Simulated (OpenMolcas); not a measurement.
# Ni3+, Pd3+, Pt3+: d⁷ down the group

```
Program             : OpenMolcas 26.06
Method              : MS-CASPT2, IPEA 0.25 Eh, imaginary shift 0.1 Eh
Basis               : ANO-R3
Scalar Hamiltonian  : X2C, finite nucleus
Spin-orbit coupling : state interaction with AMFI integrals over the reference wave functions, term energies averaged over their components
```

Active space for each ion: 7 electrons in 5 orbitals (d); closed shells correlated by CASPT2: Ni3+ 3s 3p; Pd3+ 4s 4p; Pt3+ 5s 5p.

Computed levels in cm-1 above ⁴F_9/2:

```json
{"Level": "⁴F_7/2", "Ni3+": "1165", "Pd3+": "2770", "Pt3+": "9860"}
{"Level": "⁴F_5/2", "Ni3+": "2010", "Pd3+": "4470", "Pt3+": "11070"}
{"Level": "⁴F_3/2", "Ni3+": "2580", "Pd3+": "5530", "Pt3+": "16450"}
{"Level": "⁴P_5/2", "Ni3+": "18330", "Pd3+": "13460", "Pt3+": "17430"}
{"Level": "⁴P_1/2", "Ni3+": "19200", "Pd3+": "15170", "Pt3+": "20900"}
{"Level": "²G_9/2", "Ni3+": "19310", "Pd3+": "15120", "Pt3+": "18870"}
{"Level": "²G_7/2", "Ni3+": "20410", "Pd3+": "17810", "Pt3+": "25800"}
{"Level": "²P_1/2", "Ni3+": "24170", "Pd3+": "21280", "Pt3+": "34230"}
{"Level": "²H_11/2", "Ni3+": "26630", "Pd3+": "20460", "Pt3+": "25190"}
{"Level": "weight of ⁴F in the lowest level (%)", "Ni3+": "100", "Pd3+": "97", "Pt3+": "83"}
```

Mixed levels, with the weight of the term that names them: Pt3+ ⁴F_5/2 (55 %), Pt3+ ⁴F_3/2 (50 %), Pt3+ ⁴P_1/2 (68 %), Pt3+ ²G_9/2 (58 %), Pt3+ ²P_1/2 (68 %).

Measured, with the error of the calculation in %. Measured levels: Ni3+ from Corliss and Sugar, J. Phys. Chem. Ref. Data 10, 197 (1981).

```tsv
Level	Ni3+
⁴F_7/2	1190 (-2.1)
⁴F_5/2	2042 (-1.8)
⁴F_3/2	2621 (-1.6)
⁴P_5/2	18119 (+1.2)
⁴P_1/2	18958 (+1.3)
²G_9/2	19830 (-2.6)
²G_7/2	20948 (-2.6)
²P_1/2	24651 (-1.9)
²H_11/2	26649 (-0.1)
```

The fine-structure level ⁴F_3/2 changes by a factor of 6.38 from Ni3+ to Pt3+.

Without spin-orbit coupling ⁴P lies 17570, 11680, 10140 cm-1 above ⁴F in that order; the difference to the level ⁴P_5/2, of either sign, comes from spin-orbit coupling, which also lowers the zero.

CASPT2 does not keep the components of a term degenerate, so their means are used; among the terms shown or strongly mixed into the levels shown the widest spread is 1100 cm-1 (3d⁷ ⁴F, Ni3+). Measured partners are found by configuration, term and J. A level has none where our copy of the source lacks it or the pairing is in doubt (some pairs that miss far off the trend of their configuration count as doubtful), and it then counts in no deviation. Levels of configurations outside the active space are missing.
